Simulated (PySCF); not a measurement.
**Electron correlation in Cl³⁺ (chlorine, charge +3)**

[Ne] 3s2 3p2, high-spin 3P determinant. Computed with PySCF 2.14 in aug-cc-pV(T+d)Z (6s5p4d2f, 55 functions), with the non-relativistic Hamiltonian (point nucleus). Frozen: [Ne]; 4 electrons correlated.

| level | correlation energy (mhartree) |
| --- | --- |
| CCSD | -96.30 |
| (T) | -2.10 |
| CCSD(T) | -98.40 |

Diagnostics: T1 = 0.0077, D1 = 0.0199, largest double amplitude 0.104.

Cost of the coupled-cluster step: roughly 2.4 core-seconds, for 4 correlated electrons.

Iterations:

```
CC2 = 0
CCSD nocc = (np.int64(3), np.int64(1)), nmo = (50, 50)
frozen orbitals [[0, 1, 2, 3, 4], [0, 1, 2, 3, 4]]
max_cycle = 100
direct = 0
conv_tol = 1e-08
conv_tol_normt = 1e-06
diis_space = 8
diis_start_cycle = 0
Init t2, MP2 energy = -0.0727725406909446
Init E_corr(UCCSD) = -0.0727725406951318
cycle = 1  E_corr(UCCSD) = -0.0889704335076981  dE = -0.0161978928  norm(t1,t2) = 0.0457404
cycle = 2  E_corr(UCCSD) = -0.0935746785540925  dE = -0.00460424505  norm(t1,t2) = 0.0173545
cycle = 3  E_corr(UCCSD) = -0.0963068407533066  dE = -0.0027321622  norm(t1,t2) = 0.00771884
cycle = 4  E_corr(UCCSD) = -0.0962891141309509  dE = 1.77266224e-05  norm(t1,t2) = 0.00127248
cycle = 5  E_corr(UCCSD) = -0.0963032241678595  dE = -1.41100369e-05  norm(t1,t2) = 0.000162584
cycle = 6  E_corr(UCCSD) = -0.0962990981853794  dE = 4.12598248e-06  norm(t1,t2) = 3.19527e-05
cycle = 7  E_corr(UCCSD) = -0.096300719554687  dE = -1.62136931e-06  norm(t1,t2) = 4.55953e-06
cycle = 8  E_corr(UCCSD) = -0.0963003642788148  dE = 3.55275872e-07  norm(t1,t2) = 9.86583e-07
cycle = 9  E_corr(UCCSD) = -0.0963003772281822  dE = -1.29493674e-08  norm(t1,t2) = 1.57052e-07
cycle = 10  E_corr(UCCSD) = -0.0963003854678533  dE = -8.23967111e-09  norm(t1,t2) = 3.70054e-08
UCCSD converged
E(UCCSD) = -456.8875737889206  E_corr = -0.09630038546785334
UCCSD(T) correction = -0.00209932701845671
```
